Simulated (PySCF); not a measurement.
Species: C7H10OSSi.
Structure used (GFN2-xTB), in Å, numbered top down from 1:
```
atom  x, y, z in Å
C1    -1.572    1.092    0.923
C2    -1.851    0.445   -0.428
C3    -2.640   -0.865   -0.296
S4    -1.422   -2.136   -0.826
Si5   -0.327   -0.339   -1.291
C6     1.323   -0.212   -0.437
C7     1.861   -0.802    0.677
C8     3.174   -0.301    0.804
C9     3.345    0.557   -0.241
O10    2.239    0.618   -0.993
H11   -0.968    1.988    0.796
H12   -1.033    0.406    1.573
H13   -2.504    1.373    1.413
H14   -2.398    1.156   -1.052
H15   -3.502   -0.919   -0.957
H16   -2.958   -1.083    0.722
H17   -0.214   -0.068   -2.722
H18    1.374   -1.514    1.311
H19    3.890   -0.544    1.562
H20    4.179    1.159   -0.542
```

NICS is the negative of the GIAO shielding at a point without a nucleus: at the ring centre (0) and 1 Å above and below it (1); zz is the component along the ring normal. Level: GIAO PBE0/pcSseg-1 (PySCF, non-relativistic, gas phase) on the GFN2-xTB geometry, one conformer.

Ring bond lengths (Å), with Mayer bond orders in brackets: C2–C3 1.535 (0.96), C3–S4 1.839 (0.99), S4–Si5 2.155 (1.02), Si5–C2 1.918 (0.86); C6–C7 1.371 (1.54), C7–C8 1.411 (1.28), C8–C9 1.362 (1.57), C9–O10 1.339 (1.11), O10–C6 1.355 (0.99).

Q: Give the NICS values of each ring in ppm.

A: 
```
           ring                                                    type  NICS(0)  NICS(1), two faces  NICS(1)zz, two faces  rms pucker (Å)  centre to ring atoms, mean (Å)
   C2–C3–S4–Si5  4-membered ring with S and Si; formal bonds all single     -1.6         -0.4 / -0.6             7.7 / 5.2            0.05                            1.31
C6–C7–C8–C9–O10       5-membered ring with O; formal bonds all aromatic    -11.8       -11.0 / -10.8         -28.4 / -27.6            0.00                            1.16
```

Q: What do they say, and how far can they be read as aromaticity?

A: 
- C2–C3–S4–Si5: mean NICS(1)zz 6.4 ppm, deshielded. C2, C3, Si5 have four or more neighbours, so the value isn't read as a sign of a π ring current.
- C6–C7–C8–C9–O10: mean NICS(1)zz -28.0 ppm, shielded. For a flat ring without four-coordinate atoms the NICS criterion counts such a value as aromatic.

Q: What does the geometric index give? HOMA takes Krygowski's 1993 parameters.

A: 
- C6–C7–C8–C9–O10: HOMA 0.50; the largest term is that of O10–C6, α(R − Ropt)² = 1.28.

Q: What field does 1 T along the ring normal induce along that normal at the second NICS(1) probe listed for ring C2–C3–S4–Si5, 1 Å off the ring?

A: NICSzz × B0 = 5.2 ppm × 1 T = 5 μT, along the applied field.

Q: What are the shieldings of the ring atoms and their hydrogens in the same run (means over atoms taken as equivalent)?

A: 
```
atoms                        environment  σ isotropic (ppm)  principal values of the symmetric part, first atom (ppm)
   C2        sp3 carbon bound to silicon              156.9                                       124.1, 165.5, 181.2
   C3         sp3 carbon bound to sulfur              151.0                                       130.8, 148.5, 173.5
   S4          sulfur bonded to C and Si              637.7                                       381.3, 633.4, 898.3
  Si5                        SiH silicon              361.0                                       318.8, 366.4, 397.9
   C6        substituted aromatic carbon               29.7                                        -37.9, 20.9, 106.0
   C7                 aromatic CH carbon               53.5                                        -47.4, 47.6, 160.2
   C8                 aromatic CH carbon               69.4                                        -19.1, 63.7, 163.7
   C9  aromatic CH next to a ring oxygen               32.4                                        -46.4, 37.1, 106.5
  O10                  furan-type oxygen               16.0                                      -133.2, -80.9, 262.2
  H14                   methine hydrogen              29.44                                          25.3, 28.3, 34.7
  H15                 methylene hydrogen              28.12                                          23.5, 26.6, 34.2
  H16                 methylene hydrogen              29.20                                          25.0, 27.3, 35.3
  H17                      Si–H hydrogen              25.73                                          21.0, 25.1, 31.0
  H18                  aromatic hydrogen              24.04                                          21.5, 22.6, 28.1
```

The list is cut; further classes of hydrogen are left out.
